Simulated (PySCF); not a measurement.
Computed shifts of a molecule C4H8BN, PBE0/pcSseg-1 (PySCF), GIAO, gas phase, equivalent atoms averaged, in ppm (number of nuclei): ¹³C: 168.2 (1), 159.3 (1), 21.8 (1), 19.1 (1). ¹⁵N: 91.1 (1). ¹H: 8.02 (1), 3.86 (1), 3.69 (1), 2.01 (3), 1.64 (2). References: ¹³C against TMS (σ = 186.3 ppm); ¹¹B against BF3 (σ = 88.8 ppm); ¹⁵N against NH3 (σ = 267.4 ppm); ¹H against TMS (σ = 31.56 ppm), references at their B3LYP-D3(BJ)/def2-TZVP geometries, non-relativistic. Geometry optimised at B3LYP-D3(BJ)/def2-SVP. One conformer was computed; it need not be the lowest.

**Question.** Which structure fits?
A) CNB1C=CC1
B) CB1CN=C1C
C) CB1C=CCN1
D) CC1=CCB1N

**Answer.** D, CC1=CCB1N
